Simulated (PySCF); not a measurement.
## Pb²⁺ (lead, charge +2) across methods

[Xe] 4f14 5d10 6s2, closed-shell 1S. Calculation: PySCF 2.14, in aug-cc-pVTZ-PP with ECP60MDF; scalar relativity through the core potential.

| method | E (hartree) | mean ε 5p (eV) | mean ε 5d (eV) | mean ε 6s (eV) | Σ⟨r²⟩ (bohr²) | ⟨S²⟩ |
| --- | --- | --- | --- | --- | --- | --- |
| UHF | -191.10934 | -121.65 | -45.903 | -30.103 | 38.80 | 0.000 |
| PBE0 | -192.0743 | -108.44 | -40.106 | -28.331 | 38.54 | 0.000 |
| r2SCAN | -192.1577 | -106.10 | -38.510 | -27.578 | 38.42 | 0.000 |
| BLYP | -192.0601 | -103.66 | -37.650 | -27.355 | 38.70 | 0.000 |
| B97-3 | -192.1274 | -108.80 | -40.207 | -28.275 | 38.52 | 0.000 |
| LDA | -191.7935 | -103.58 | -37.913 | -27.840 | 38.67 | 0.000 |
| PBE | -192.1044 | -103.67 | -37.798 | -27.388 | 38.58 | 0.000 |
| M06-2X | -191.9624 | -112.00 | -42.291 | -29.316 | 38.56 | 0.000 |
| wB97X | -192.1225 | -110.53 | -42.508 | -30.662 | 38.49 | 0.000 |

Energies and moments cover only the electrons outside the core potential. Spin-orbit coupling, which splits the p, d and f shells strongly at this Z, is absent.
